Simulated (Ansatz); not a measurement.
Stepwise reaction of `[NH2][Ti]([OH])([F])[F]` with water, as a gas-phase model of exchange steps in deposition or etching. ΔE in kJ/mol; ΔG adds harmonic PBE0-D4 terms to CCSD(T)/CBS, at 1 bar.

Program: Ansatz. Geometries: PBE0-D4/def2-TZVP. ΔE: electronic, gas phase. CCSD(T)/CBS is the MP2 limit (def2-TZVPP, def2-QZVPP) plus CCSD(T) − MP2 in def2-TZVPP, frozen cores. This one scheme is used for every species. Functionals use def2-TZVPP. B3LYP here is the variant with VWN-RPA as its local correlation; programs differ in this. For Ti outer-core shells are correlated without core-valence functions, which leaves a few kJ/mol of doubt a bond. Scalar relativity is left out up to krypton. Each species was taken in one conformer, which may not be the lowest.

| step | reaction | PBE-D4 | B3LYP-D4 | ωB97M-V | CCSD(T)/CBS | ΔG(400 K) |
| --- | --- | --- | --- | --- | --- | --- |
| 1 | `[NH2][Ti]([OH])([F])[F]` + H₂O → `[NH2][Ti]([OH])([OH])[F]` + H–F | 53.3 | 51.6 | 52.8 | 45.1 | 44.9 |
| 2 | `[NH2][Ti]([OH])([OH])[F]` + H₂O → `[NH2][Ti]([OH])([OH])[OH]` + H–F | 53.1 | 52.9 | 54.0 | 46.1 | 47.8 |

By hand: ΔE of the 2 steps together at CCSD(T)/CBS.

(45.1) + (46.1) = 91.2 kJ/mol, or 45.6 kJ/mol a step.

In ΔE the steps differ by no more than 1.0 kJ/mol. All are uphill at CCSD(T)/CBS. ΔG lies between 44.9 and 47.8 kJ/mol a step. PBE-D4 differs from CCSD(T)/CBS by 7.0 to 8.2 kJ/mol a step. Isolated molecules leave out the surface, adducts and barriers. Largest T1 diagnostic: 0.024.
